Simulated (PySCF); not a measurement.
H₂O. Atoms are numbered in the order given.

```xyz
3

O      0.0000     0.0000    -0.1169
H      0.0000    -0.7650     0.4675
H      0.0000     0.7650     0.4675
```
Charge 0, spin multiplicity 1.

The structure is a stationary point at B3LYP-D3(BJ)/def2-TZVP.

Computed with PySCF with B3LYP/pcSseg-2.

GIAO shieldings, no solvent; atoms alike by connectivity are averaged. δ = σ(ref) − σ: ¹H against TMS (σ = 31.68 ppm), references at their B3LYP-D3(BJ)/def2-TZVP geometries, non-relativistic.

Estimate the chemical shifts. (An estimate is asked for; the answer gives what the named calculation found.)


```tsv
nucleus	atoms	count	δ (ppm)
¹H	H2, H3	2	0.82
```
